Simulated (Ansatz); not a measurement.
A structure relaxed at PBE0-D4/def2-TZVP, charge 0, multiplicity 1:

Cartesian coordinates in Å:
```
C 0.963 1.920 -0.081
O 0.884 0.550 0.247
Si -0.166 -0.061 1.348
S -0.350 -2.141 0.990
Si -0.714 -1.978 -1.116
H 1.511 2.477 0.686
H 1.498 2.013 -1.027
H -0.031 2.366 -0.196
H 0.319 0.088 2.744
H -1.469 0.642 1.190
H -1.445 -3.207 -1.511
H 0.551 -1.888 -1.882
H -1.551 -0.782 -1.393
```

Q: Give its formula and SMILES.

A: CH8OSSi2, `CO[SiH2]S[SiH3]`.

Q: Point group (tolerance 0.08 Å, 0.16 Å for H)?

A: C1.

Q: Summarise the bond lengths by kind.

A: 1 × C–O 1.410 Å; 3 × C–H 1.091 to 1.096 Å; 1 × O–Si 1.640 Å; 2 × S–Si 2.119 to 2.143 Å; 5 × H–Si 1.482 to 1.488 Å.

Program: Ansatz 0.2.0.
